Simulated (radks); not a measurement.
Excited configurations of the barium ion Ba3+: one electron is placed in a higher orbital outside [Kr] 4d10 5s2 5p4. The ground configuration is [Kr] 4d10 5s2 5p5. Calculated with a radial shooting solver on a logarithmic mesh with Libxc functionals: scalar-relativistic Kohn-Sham, PBE, spin-polarised, spherical densities, finite nucleus; open shells are filled with parallel spins first (spin-orbit coupling, left out, can overturn this in heavy ions); Fermi nuclear charge, rms radius 4.8378 fm. Excitation = E - E(ground); binding = E(ion) - E, where the ion is the core of charge +4; n* = 4/sqrt(2 binding) in atomic units, and the quantum defect is n - n*.

outer orbital  excitation (eV)  binding (eV)     n*  quantum defect  eigenvalue (eV)  <r> (bohr)
5d                      18.468        28.768  2.751           2.249          -24.348       2.416
5f                      33.391        13.845  3.965           1.035          -11.646       4.447
6s                      22.160        25.075  2.946           3.054          -22.156       3.421
6p                      26.644        20.592  3.251           2.749          -18.160       3.939
6d                      32.469        14.767  3.840           2.160          -13.035       5.088
7p                      35.004        12.232  4.219           2.781          -10.928       6.735
7d                      37.808         9.428  4.805           2.195           -8.366       8.304
7f                      40.751         6.485  5.794           1.206           -5.768       11.54

Estimate the row for 6f.

Answer. excitation (eV) 38.018; binding (eV) 9.217; n* 4.860; quantum defect 1.140; eigenvalue (eV) -8.046; <r> (bohr) 7.638. The Delta-SCF ionisation energy is 47.235 eV (NIST Atomic Spectra Database: 47.0 eV, semi-empirical). Self-interaction in the functional shifts the binding energies and quantum defects, so they are the method's values and not measured ones. Open shells are spherical and high-spin; term and fine-structure splittings are not resolved. Spin-orbit splitting is averaged out at the scalar-relativistic level.
